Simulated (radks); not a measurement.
Effect of the nuclear size on the mercury ion Hg58+, [Ar] 3d4. Calculated with a radial shooting solver on a logarithmic mesh with Libxc functionals: Dirac Kohn-Sham, relativistic LDA (MacDonald-Vosko exchange, VWN5 correlation), spin-unpolarised, spherical densities, finite nucleus; open shells fill j = l - 1/2 first; Fermi nuclear charge, rms radius 5.4648 fm. The rms radius is varied about that value; shifts are against it.

| rms radius (fm) | total energy shift (eV) | density at nucleus (e/bohr^3) | 1s1/2 shift (meV) | 2s1/2 shift (meV) | 3s1/2 shift (meV) | 3p1/2 shift (meV) | 3d3/2 shift (meV) | 4s1/2 (empty) shift (meV) | 4p1/2 (empty) shift (meV) |
|---|---|---|---|---|---|---|---|---|---|
| 4.6615 | -28.9 | 2.432e+06 | -11600 | -1740 | -443 | -17.1 | 15.5 | -165 | -7.52 |
| 5.0495 | -15.3 | 2.353e+06 | -6110 | -922 | -234 | -9.07 | 8.21 | -87.3 | -3.98 |
| 5.4648 | 0 | 2.278e+06 | 0.000 | 0.000 | 0.000 | 0.000 | 0.000 | 0.000 | 0.000 |
| 5.8965 | 16.6 | 2.208e+06 | 6650 | 1000 | 255 | 9.91 | -8.94 | 95.0 | 4.35 |
| 6.4211 | 37.9 | 2.131e+06 | 15100 | 2280 | 579 | 22.6 | -20.3 | 216 | 9.91 |

Slopes of the eigenvalues against <r^2> in GHz/fm^2, as finite differences over the two radii next to the reference (eigenvalue slopes, not the field-shift constants of lines): 1s1/2 333000, 2s1/2 50200, 3s1/2 12700, 3p1/2 495, 3d3/2 -447, 4s1/2 (empty) 4760, 4p1/2 (empty) 217.
